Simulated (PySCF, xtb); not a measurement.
PbS, SMILES [Pb]=[S] (connectivity only; charge and spin as stated), neutral, multiplicity 1.

Harmonic wavenumbers (cm⁻¹) from GFN2-xTB in xtb at its own minimum, in rising order: 443.

Q: What does PySCF with PBE-D3(BJ)/def2-TZVP give at its own minimum? (An estimate is asked for; the answer gives what the named calculation found.)

A: 425. Paired by order, the mean absolute difference is 18 cm⁻¹ and the zero-point energies are 0.6 and 0.6 kcal/mol.
